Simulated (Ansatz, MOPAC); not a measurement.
Energy landscape of H2Mg, singlet: symmetric bend, bond length relaxed. Scanned: H-Mg-H angle. Other coordinates (Mg-H bond length) were minimised at B3LYP/def2-TZVP.

- CCSDT(Q)/aug-cc-pVDZ = CCSDT(Q) on RHF/aug-cc-pVDZ, frozen core in Ansatz (a first-principles code)
- PM3, restricted, heats of formation (MOPAC)
- CCSD(T)/aug-cc-pVDZ = CCSD(T) on RHF/aug-cc-pVDZ, frozen core run with Ansatz

Energies in kcal/mol, each method relative to its own lowest point.

| a / ° | CCSDT(Q)/aug-cc-pVDZ | PM3 | CCSD(T)/aug-cc-pVDZ |
|---|---|---|---|
| 180 | 0.0 | 0.0 | 0.0 |
| 169.68 | 0.4 | 0.2 | 0.4 |
| 162.15 | 1.1 | 0.7 | 1.1 |
| 150.58 | 3.0 | 1.9 | 3.0 |
| 137.81 | 6.4 | 3.9 | 6.4 |
| 128.07 | 9.9 | … | 9.9 |
| 119.86 | 13.5 | 8.3 | 13.5 |
| 109.31 | 19.2 | … | 19.2 |
| 100.93 | 24.7 | … | 24.7 |
| 88.06 | 35.1 | … | 35.2 |
| 77.95 | 45.6 | 25.3 | 45.7 |
| 70.14 | 55.2 | 28.4 | 55.4 |
| 60 | 70.1 | … | 70.3 |

Question: What belongs in the gaps?

Answer: 
- 128.07, PM3: 6.1
- 109.31, PM3: 11.7
- 100.93, PM3: 14.9
- 88.06, PM3: 20.4
- 60, PM3: 29.5
